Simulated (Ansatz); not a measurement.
Consider the substitution at a C–Zn bond: `N[CH]([SiH3])[ZnH]` + `[SiH3]S` → `NC([SiH3])S[SiH3]` + `[ZnH2]`.

Gas-phase electronic energies from Ansatz, PBE0-D4/def2-TZVP geometries. CBS: MP2 limit from def2 TZ/QZ plus the TZ coupled-cluster correction, frozen cores. Functionals use def2-TZVPP. B3LYP here is the variant with VWN-RPA as its local correlation; programs differ in this. For Zn outer-core shells are correlated without core-valence functions, which leaves a few kJ/mol of doubt a bond. Scalar relativity is left out up to krypton. One conformer a species, not always the lowest.

```
             level  ΔE (kJ/mol)  difference from CCSD(T)/CBS
            PBE-D4          6.0                         -5.3
         r2SCAN-D4          7.7                         -3.6
           PBE0-D4          5.1                         -6.2
           ωB97M-V          6.4                         -4.9
            B2PLYP         12.6                          1.3
               PBE         13.3                          2.0
            r2SCAN          9.9                         -1.4
             B3LYP         15.2                          3.9
     HF/def2-TZVPP          6.3                         -5.0
    MP2/def2-TZVPP         10.9                         -0.4
SCS-MP2/def2-TZVPP         10.5                         -0.8
   CCSD/def2-TZVPP         12.5                          1.2
     HF/def2-QZVPP          7.4                         -3.9
    MP2/def2-QZVPP         11.6                          0.3
      HF/CBS(def2)          7.5                         -3.8
    CCSD/CBS(def2)         13.2                          1.9
       CCSD(T)/CBS         11.3                            0
```

Largest T1 diagnostic among the species: 0.016.

The D4 term adds −11.6 kJ/mol with B3LYP and −6.6 kJ/mol with PBE0; it sums over pairs of atoms, weighted by their polarisabilities, and B3LYP, whose exchange is more repulsive, gets the larger term. In def2-TZVPP, CCSD(T) changes the Hartree–Fock value by +4.3 kJ/mol (the triples alone add −1.9 kJ/mol) and MP2 by +4.5 kJ/mol.
